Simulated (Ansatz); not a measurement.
`[AlH2][NH][SiH2]CCl`. The species carries charge 0 and has multiplicity 1. The structure was optimised at the PBE0-D4/def2-TZVP level. It is one conformer, not always the lowest.

```xyz
12

Al   -0.859   -0.965   -1.501
N     0.650    0.015   -1.196
Si    1.186    0.215    0.405
C    -0.334    0.675    1.468
Cl   -1.736   -0.291    0.860
H    -0.815   -2.514   -1.173
H    -1.916   -0.338   -2.505
H     0.811    0.802   -1.808
H     1.705   -1.050    0.986
H     2.182    1.307    0.572
H    -0.245    0.426    2.526
H    -0.628    1.719    1.366
```

What is the dipole moment at B3LYP/def2-TZVPP? (Best estimate.)

The calculation gave: 3.13 D, with components (0.65, 2.40, 1.90) D in this frame, pointing from negative to positive charge.

And with PBE, r2SCAN, ωB97M-V? (Estimate.)

Ansatz gave: PBE 3.05 D, r2SCAN 3.18 D, ωB97M-V 3.15 D.

Give the Mulliken charges with B3LYP, ωB97M-V, PBE in def2-TZVPP. (Best estimate.)

Computed: 
```json
{"atom": "Al1", "B3LYP": "0.41", "ωB97M-V": "0.34", "PBE": "0.31"}
{"atom": "N2", "B3LYP": "-0.37", "ωB97M-V": "-0.39", "PBE": "-0.31"}
{"atom": "Si3", "B3LYP": "0.34", "ωB97M-V": "0.26", "PBE": "0.25"}
{"atom": "C4", "B3LYP": "-0.20", "ωB97M-V": "-0.28", "PBE": "-0.18"}
{"atom": "Cl5", "B3LYP": "-0.08", "ωB97M-V": "-0.04", "PBE": "-0.05"}
{"atom": "H6", "B3LYP": "-0.17", "ωB97M-V": "-0.14", "PBE": "-0.14"}
{"atom": "H7", "B3LYP": "-0.17", "ωB97M-V": "-0.14", "PBE": "-0.14"}
{"atom": "H8", "B3LYP": "0.12", "ωB97M-V": "0.10", "PBE": "0.13"}
{"atom": "H9", "B3LYP": "-0.07", "ωB97M-V": "-0.02", "PBE": "-0.06"}
{"atom": "H10", "B3LYP": "-0.08", "ωB97M-V": "-0.03", "PBE": "-0.07"}
{"atom": "H11", "B3LYP": "0.14", "ωB97M-V": "0.16", "PBE": "0.14"}
{"atom": "H12", "B3LYP": "0.14", "ωB97M-V": "0.16", "PBE": "0.14"}
```

B3LYP here is the variant with VWN-RPA as its local correlation; programs differ in this.
